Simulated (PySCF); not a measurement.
Peak assignment

Geometry:
| atom | x (Å) | y (Å) | z (Å) |
| --- | --- | --- | --- |
| C1 | -1.356 | -1.359 | 0.160 |
| C2 | -0.680 | -0.058 | -0.273 |
| C3 | -1.560 | 1.141 | 0.071 |
| C4 | 0.678 | 0.074 | 0.383 |
| C5 | 1.824 | -0.779 | -0.179 |
| Si6 | 2.073 | 1.072 | -0.405 |
| H7 | -2.309 | -1.486 | -0.350 |
| H8 | -1.538 | -1.350 | 1.233 |
| H9 | -0.723 | -2.212 | -0.073 |
| H10 | -0.539 | -0.086 | -1.360 |
| H11 | -2.526 | 1.065 | -0.425 |
| H12 | -1.730 | 1.191 | 1.144 |
| H13 | -1.080 | 2.066 | -0.243 |
| H14 | 0.606 | 0.063 | 1.467 |
| H15 | 2.409 | -1.332 | 0.543 |
| H16 | 1.571 | -1.392 | -1.033 |
| H17 | 1.845 | 1.631 | -1.726 |
| H18 | 3.025 | 1.758 | 0.449 |

Theory: geometry: GFN2-xTB, shieldings: GIAO PBE0/pcSseg-1, in PySCF (one averaged value for each set of equivalent atoms, isolated molecule, non-relativistic Hamiltonian, single conformer).

Chemical shifts δ = σref − σ; 13C (σ = 186.93 ppm), 1H (σ = 31.72 ppm) against TMS, all at this level.

Task: Assign these signals to the numbered atoms. 13C{1H} NMR (computed): δ 37.0 (CH), 28.1 (CH3), 25.4 (CH3), 21.8 (CH), 1.4 (CH2).

Result: 
37.0 → C2, sp3 CH: saturated and bonded to C and H only
28.1 → C3, methyl carbon: aliphatic region, no heteroatom directly attached
25.4 → C1, methyl carbon
21.8 → C4, three-membered-ring carbon: carbons of three-membered rings are unusually shielded
1.4 → C5, three-membered-ring carbon

Task: Assign these signals to the numbered atoms. 1H NMR (500 MHz, computed): δ 2.59 (m, 1H), 2.33 (m, 1H), 1.18 (d, 3H), 1.17 (d, 3H), 0.79 (m, 1H), 0.68 (m, 1H), 0.68 (m, 1H), 0.26 (m, 1H).

Result: 
2.59 → H18, hydrogen on a silicon bonded to 2 C, in a 3-membered ring
2.33 → H17, hydrogen on a silicon bonded to 2 C, in a 3-membered ring
1.18 → H7/H8/H9, hydrogen on a methyl carbon: far from electronegative atoms and π systems
1.17 → H11/H12/H13, hydrogen on a methyl carbon
0.79 → H15, hydrogen on a three-membered-ring carbon: cyclopropane-type protons are shielded by the ring
0.68 → H14, hydrogen on a three-membered-ring carbon
0.68 → H10, hydrogen on an sp3 CH
0.26 → H16, hydrogen on a three-membered-ring carbon: cyclopropane-type protons are shielded by the ring

H7/H8/H9 and H11/H12/H13; H15 and H14; H14 and H10 lie closer than the usual error of such a calculation, so a measured spectrum could show them in the other order.

Shifts are as computed. Against solution values, carbons near 30 ppm lie about +3 ppm off and those near 130 ppm about +5 ppm. Of 1309 compounds with measured shifts, 239 miss one by over three times the rms of a fit or turn the order of signals round; such compounds aren't used in these exercises. Multiplicities follow the n + 1 count of equivalent neighbours, as no J values were calculated; m marks all less simple cases, F and P coupling included.
